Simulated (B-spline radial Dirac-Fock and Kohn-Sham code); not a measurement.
## Compton profile of Sb⁴⁺

System: the Sb⁴⁺ ion, [Kr] 4d10 5s1.

These are calculated numbers from an atomic code on a B-spline grid; the model is the impulse approximation on Dirac-Fock densities. pz is in atomic units of momentum; subshell profiles are per electron, for a selection of subshells; open shells are spread over both j values by their weights.

| pz | J total | J 2p1/2 | J 3d3/2 | J 4p3/2 | J 5s1/2 |
| --- | --- | --- | --- | --- | --- |
| 0 | 6.002 | 0.0285 | 0.0546 | 0.205 | 0.782 |
| 0.1 | 5.977 | 0.0285 | 0.0546 | 0.205 | 0.760 |
| 0.2 | 5.906 | 0.0285 | 0.0546 | 0.205 | 0.699 |
| 0.3 | 5.800 | 0.0285 | 0.0546 | 0.205 | 0.609 |
| 0.4 | 5.670 | 0.0285 | 0.0546 | 0.205 | 0.502 |
| 0.5 | 5.531 | 0.0285 | 0.0546 | 0.204 | 0.392 |
| 0.6 | 5.393 | 0.0285 | 0.0546 | 0.203 | 0.292 |
| 0.8 | 5.147 | 0.0285 | 0.0546 | 0.199 | 0.147 |
| 1 | 4.936 | 0.0285 | 0.0546 | 0.192 | 0.0762 |
| 1.2 | 4.732 | 0.0285 | 0.0546 | 0.181 | 0.0550 |
| 1.4 | 4.504 | 0.0285 | 0.0546 | 0.167 | 0.0526 |
| 1.6 | 4.240 | 0.0285 | 0.0546 | 0.150 | 0.0515 |
| 1.8 | 3.946 | 0.0285 | 0.0546 | 0.132 | 0.0463 |
| 2 | 3.638 | 0.0285 | 0.0545 | 0.113 | 0.0379 |
| 2.5 | 2.894 | 0.0284 | 0.0543 | 0.0688 | 0.0170 |
| 3 | 2.300 | 0.0284 | 0.0539 | 0.0376 | 0.00669 |
| 4 | 1.595 | 0.0282 | 0.0520 | 0.0122 | 0.00370 |
| 5 | 1.251 | 0.0279 | 0.0482 | 0.00923 | 0.00318 |
| 7 | 0.8471 | 0.0267 | 0.0363 | 0.00712 | 0.000866 |
| 10 | 0.4726 | 0.0234 | 0.0185 | 0.00167 | 0.000269 |
| 15 | 0.2054 | 0.0156 | 0.00460 | 0.000446 | 0.000136 |
| 20 | 0.1043 | 0.00888 | 0.00112 | 0.000369 | 2.69e-05 |
| 30 | 0.03533 | 0.00243 | 8.89e-05 | 0.000106 | 7.60e-06 |
| 40 | 0.01523 | 0.000679 | 1.08e-05 | 2.61e-05 | 5.89e-06 |
| 60 | 0.004007 | 7.72e-05 | < 1e-6 | 2.30e-06 | 1.80e-06 |
| 100 | 0.0005324 | 3.69e-06 | < 1e-6 | < 1e-6 | < 1e-6 |

J(0) = 6.002. The 4d5/2 subshell gives the largest part, 18 %.

Mean momentum ⟨p⟩ by subshell (a.u.): 1s1/2 46.9, 2s1/2 16.6, 2p1/2 22.2, 2p3/2 21.1, 3s1/2 8.03, 3p1/2 9.59, 3p3/2 9.26, 3d3/2 11.0, 3d5/2 10.9, 4s1/2 3.68, 4p1/2 4.05, 4p3/2 3.92, 4d3/2 3.95, 4d5/2 3.90, 5s1/2 1.41.
